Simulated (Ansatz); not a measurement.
The first iterations of a band of a periodic cell of 33 atoms, Al32Si (host Al, host structure fcc, interstitial Si).

Method: Ansatz 0.2.0, DFT PBE-D3(BJ), scalar-relativistic, plane waves, PAW. Settings: PAW set soft_1, cutoff 420 eV, k mesh 2x2x2, gaussian smearing 0.05 eV, no spin polarisation.

| Property | Result |
| --- | --- |
| movable images | 3 |
| climbing image | yes |
| spring | 0.1 eV/Å² |
| optimiser | fire |
| start path | default |
| force threshold | 0.05 eV/Å |
| iteration limit | 50 |
| end points | relaxed |

First end point:

```xyz
33
Lattice="8.1000 0.0000 0.0000 0.0000 8.1000 0.0000 0.0000 0.0000 8.1000" Properties=species:S:1:pos:R:3
Al 4.042 -0.010 -0.012
Al 6.075 2.025 -0.413
Al 6.075 -0.409 2.025
Al 0.011 -0.009 -0.010
Al 2.028 2.025 -0.095
Al 4.042 4.060 -0.011
Al 6.077 6.075 -0.095
Al 2.028 -0.094 2.024
Al 3.646 2.025 2.025
Al 6.075 4.461 2.025
Al 4.041 -0.011 4.060
Al 6.076 2.025 4.457
Al 6.077 -0.094 6.073
Al 0.011 4.059 -0.010
Al 2.026 6.075 -0.028
Al 0.416 2.025 2.025
Al 2.028 4.144 2.024
Al 3.957 6.075 2.024
Al 0.012 -0.010 4.059
Al 2.028 2.025 4.143
Al 4.041 4.061 4.059
Al 6.077 6.075 4.143
Al 2.026 -0.026 6.074
Al 3.957 2.025 6.073
Al 6.077 4.144 6.073
Al 0.095 6.075 2.024
Al 0.012 4.060 4.059
Al 2.026 6.075 4.075
Al 0.095 2.025 6.073
Al 2.026 4.077 6.074
Al 4.025 6.075 6.074
Al 0.028 6.075 6.074
Si 6.083 2.026 2.021
```

Last end point:

```xyz
33
Lattice="8.1000 0.0000 0.0000 0.0000 8.1000 0.0000 0.0000 0.0000 8.1000" Properties=species:S:1:pos:R:3
Al 4.024 0.000 0.001
Al 6.076 1.931 0.002
Al 6.076 -0.001 1.932
Al 0.027 0.000 0.001
Al 2.025 1.998 0.001
Al 3.957 4.049 0.002
Al 6.076 6.168 0.002
Al 2.025 0.000 2.000
Al 4.041 2.014 2.016
Al 6.075 4.050 1.619
Al 3.957 -0.001 4.051
Al 6.075 1.613 4.050
Al 6.076 -0.001 6.170
Al 0.094 4.049 0.002
Al 2.025 6.101 0.001
Al 0.010 2.015 2.017
Al 2.026 4.049 1.932
Al 4.040 6.085 2.016
Al 0.094 -0.001 4.051
Al 2.026 1.931 4.051
Al 3.642 4.050 4.050
Al 6.075 6.483 4.050
Al 2.025 0.000 6.102
Al 4.041 2.015 6.086
Al 6.075 4.050 6.489
Al 0.011 6.084 2.016
Al 0.412 4.050 4.050
Al 2.026 6.168 4.051
Al 0.010 2.015 6.086
Al 2.026 4.049 6.170
Al 4.041 6.084 6.086
Al 0.010 6.084 6.086
Si 6.077 4.048 4.055
```

| iteration | highest image above the first end (eV) | largest band force component (eV/Å) |
| --- | --- | --- |
| 1 | 9.434 | 13.917 |
| 2 | 4.072 | 5.533 |
| 3 | 2.713 | 2.974 |
| 4 | 2.064 | 1.913 |
| 5 | 1.900 | 2.054 |
| 6 | 1.809 | 1.805 |
| 7 | 1.669 | 1.355 |
| 8 | 1.544 | 0.805 |

Problem. Does the band converge within its limit, and where does its top end?

Solution. It converged. It ended after 26 iterations with the highest image 1.220 eV above the first end. The order of the stationary point at the top wasn't checked. Limits of this set-up: coarse k mesh.

Time of the run: 11 min on 2 threads of Intel(R) Xeon(R) Platinum 8375C CPU @ 2.90GHz (Ice Lake), with other jobs on the host, peak memory 1.7 GiB.
